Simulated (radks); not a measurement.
The numbers below are computed, except where a source is named.
Ru I, configuration [Kr] 4d5 5s1 5d2 (not the ground configuration). Code: a radial shooting solver on a logarithmic mesh with Libxc functionals. Model: scalar-relativistic Kohn-Sham, PBE, spin-unpolarised, spherical densities, point nucleus.

Local quantities along the radius. ELF = 1/(1 + alpha^2) is the electron localisation function; alpha = (tau - tau_W)/tau_unif compares the Pauli kinetic energy density with that of the uniform gas; r v_xc is r times the local exchange-correlation potential (hartree bohr); s = |grad rho|/(2 (3 pi^2)^(1/3) rho^(4/3)) is the reduced gradient. tau is taken from the large components.

r (bohr)    ELF    alpha   r v_xc       s
0.003413  0.999  0.02539  -0.1658  0.5057
0.0047    0.999  0.02933  -0.2050  0.4928
0.006421  0.999  0.03606  -0.2525  0.4946
0.008772  0.998  0.04824  -0.3089  0.5113
0.01208   0.995  0.07290  -0.3730  0.5463
0.0165    0.984   0.1258  -0.4357  0.6013
0.02255   0.938   0.2568  -0.4887  0.6755
0.0308    0.735   0.6010  -0.5229  0.7364
0.04242   0.378    1.283  -0.5407  0.6533
0.05795   0.343    1.383  -0.5932  0.3838
0.07917   0.622   0.7798  -0.7524  0.2893
0.1082    0.768   0.5499  -0.8749  0.4110
0.1489    0.555   0.8956  -0.8809  0.5612
0.2035    0.291    1.560  -0.8548  0.3718
0.278     0.601   0.8154   -1.083  0.2201
0.3798    0.776   0.5365   -1.202  0.4369
0.523     0.471    1.061   -1.030  0.7654
0.7145    0.215    1.910  -0.8777  0.4332
0.9761    0.712   0.6362   -1.119  0.3551
1.344     0.657   0.7220   -1.083  0.6966
1.836     0.295    1.546  -0.8721   1.068
2.509     0.131    2.575  -0.7049   1.316
3.427     0.053    4.236  -0.5943   1.329
4.72      0.040    4.876  -0.6374  0.6942
6.448     0.074    3.550  -0.7336  0.8378
8.809     0.054    4.197  -0.6729   1.700
12.03     0.013    8.852  -0.4649   3.736
16.57     0.001    36.03  -0.2863   10.84
22.64     0.000    320.7  -0.1010   44.46

On this mesh the ELF has minima near r = 0.049, 0.20, 0.71 bohr, which separate the shells, and maxima near 0.11 (0.77), 0.38 (0.78), 1.1 (0.75).

Self-consistent cycle (total energy in hartree, residual of the potential): 1: -4529.737019, 2e+00; 2: -4529.810882, 2e+00; 3: -4529.911645, 3e-02; 4: -4529.910662, 1e-02; 5: -4529.910040, 4e-04; 6: -4529.910041, 1e-04; 7: -4529.910039, 3e-05; 8: -4529.910039, 2e-05; 9: -4529.910039, 3e-06; 10: -4529.910039, 2e-06; 11: -4529.910039, 2e-08; 12: -4529.910039, 1e-08; 13: -4529.910039, 2e-09.
